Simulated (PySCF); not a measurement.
**PI₃: calculation against measurement**

Isolated PI₃, optimised in PySCF with density fitting and no spin–orbit coupling; def2 sets carry scalar-relativistic core potentials from Rb on. It is a singlet of C3v symmetry: PBE/def2-SVP P–I 2.505 Å (×3), I–P–I 103.7° (×3).

Counting electrons, phosphorus keeps 2 of its valence electrons outside its bonds, so the VSEPR class is AX3E1 and the expected shape is trigonal pyramidal (C3v), as computed.

Measured fundamentals (Shimanouchi, Tables of Molecular Vibrational Frequencies (1972), as compiled in the NIST Chemistry WebBook) beside computed harmonic wavenumbers, in cm⁻¹:

```json
{"mode as compiled": "a1 sym str", "computed symmetry": "a1", "measured": "303", "rating (A best; medium not stated)": "D", "PBE/def2-SVP": "295"}
{"mode as compiled": "a1 sym deform", "computed symmetry": "a1", "measured": "111", "rating (A best; medium not stated)": "D", "PBE/def2-SVP": "103"}
{"mode as compiled": "e deg str", "computed symmetry": "e", "measured": "325", "rating (A best; medium not stated)": "D", "PBE/def2-SVP": "310"}
{"mode as compiled": "e deg deform", "computed symmetry": "e", "measured": "79", "rating (A best; medium not stated)": "D", "PBE/def2-SVP": "70"}
```

Q: How close does the calculation come?

A: Mean absolute differences: PBE/def2-SVP 6.4 %. The mean ratio of measured to computed values at PBE/def2-SVP is 1.070. Harmonic values should lie a little above fundamentals, yet here they lie below on average.
